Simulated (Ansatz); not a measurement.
`CN(C)c1ccc(C#Cc2ccc(C#Cc3ccc(C#CC#N)cc3)cc2)cc1`, relaxed as a singlet with RKS r2SCAN-D4/def2-SVP in Ansatz, starting from the GFN2-xTB geometry. Force threshold 0.03 eV/Å.

Single mean-field runs in def2-SVP are fitted with def2-universal-jkfit.

Start:

```xyz
47

C    -8.592   -0.936    3.716
N    -7.488   -1.859    3.828
C    -7.507   -2.762    4.954
C    -6.291   -1.562    3.215
C    -5.130   -2.306    3.476
C    -3.941   -2.030    2.838
C    -3.850   -0.994    1.909
C    -2.625   -0.694    1.277
C    -1.571   -0.424    0.750
C    -0.343   -0.119    0.123
C     0.537    0.800    0.699
C     1.735    1.096    0.086
C     2.077    0.477   -1.119
C     3.304    0.780   -1.747
C     4.355    1.039   -2.286
C     5.581    1.342   -2.915
C     5.658    2.390   -3.837
C     6.853    2.687   -4.452
C     7.998    1.939   -4.158
C     9.218    2.239   -4.786
C    10.272    2.495   -5.329
C    11.451    2.784   -5.938
N    12.449    3.029   -6.456
C     7.923    0.890   -3.236
C     6.727    0.596   -2.621
C     1.200   -0.443   -1.696
C     0.003   -0.737   -1.081
C    -4.998   -0.252    1.636
C    -6.187   -0.525    2.275
H    -8.359    0.047    4.143
H    -9.454   -1.342    4.241
H    -8.874   -0.806    2.669
H    -6.916   -2.387    5.799
H    -8.533   -2.899    5.286
H    -7.120   -3.740    4.662
H    -5.145   -3.112    4.191
H    -3.063   -2.619    3.065
H     0.269    1.278    1.630
H     2.417    1.807    0.530
H     4.772    2.964   -4.062
H     6.916    3.497   -5.163
H     8.808    0.314   -3.011
H     6.666   -0.212   -1.908
H     1.470   -0.920   -2.628
H    -0.679   -1.448   -1.523
H    -4.950    0.555    0.918
H    -7.042    0.085    2.036
```

| step | energy (eV) | largest force component (eV/Å) | SCF passes |
| --- | --- | --- | --- |
| 1 | -31226.1136 | 2.553 | 22 |
| 2 | -31226.3407 | 0.217 | 23 |
| 3 | -31226.3578 | 0.093 | 23 |
| 4 | -31226.3593 | 0.055 | 23 |
| 5 | -31226.3609 | 0.181 | 22 |
| 6 | -31226.3625 | 0.133 | 22 |
| 7 | -31226.3638 | 0.056 | 22 |
| 8 | -31226.3644 | 0.050 | 22 |
| 9 | -31226.3650 | 0.037 | 23 |
| 10 | -31226.3652 | 0.020 | 23 |

Force components are those of the run's own axes.

End:

Cartesian coordinates in Å:
```
C -8.699 -0.985 3.692
N -7.534 -1.800 3.954
C -7.595 -2.848 4.948
C -6.345 -1.522 3.321
C -5.173 -2.275 3.590
C -3.977 -1.994 2.944
C -3.877 -0.952 1.997
C -2.648 -0.666 1.340
C -1.590 -0.420 0.774
C -0.356 -0.122 0.132
C 0.544 0.811 0.696
C 1.750 1.105 0.071
C 2.103 0.476 -1.143
C 3.338 0.777 -1.782
C 4.402 1.039 -2.329
C 5.637 1.344 -2.963
C 5.727 2.406 -3.892
C 6.933 2.707 -4.510
C 8.093 1.954 -4.218
C 9.324 2.261 -4.846
C 10.391 2.528 -5.390
C 11.578 2.823 -5.995
N 12.598 3.076 -6.514
C 8.008 0.891 -3.289
C 6.800 0.593 -2.673
C 1.207 -0.459 -1.709
C 0.002 -0.751 -1.082
C -5.041 -0.198 1.734
C -6.242 -0.470 2.374
H -8.541 0.075 3.971
H -9.547 -1.366 4.275
H -8.985 -1.010 2.624
H -6.927 -2.649 5.809
H -8.621 -2.928 5.328
H -7.314 -3.831 4.526
H -5.195 -3.091 4.314
H -3.090 -2.593 3.169
H 0.278 1.303 1.635
H 2.438 1.829 0.515
H 4.832 2.989 -4.120
H 6.995 3.529 -5.228
H 8.902 0.307 -3.060
H 6.737 -0.228 -1.955
H 1.472 -0.950 -2.648
H -0.687 -1.474 -1.527
H -4.992 0.617 1.006
H -7.111 0.144 2.135
```

By distances, no bond broke or formed. The bond that changes most is C22–N23, from 1.15 to 1.17 Å (atoms count from 1).

No frequencies were taken in this run, so the end may be a saddle point.

Hardware: 2 threads of AMD EPYC 7R13 on a shared host and a share (18 GiB) of an NVIDIA H100 80GB HBM3. Wall time 42 s.
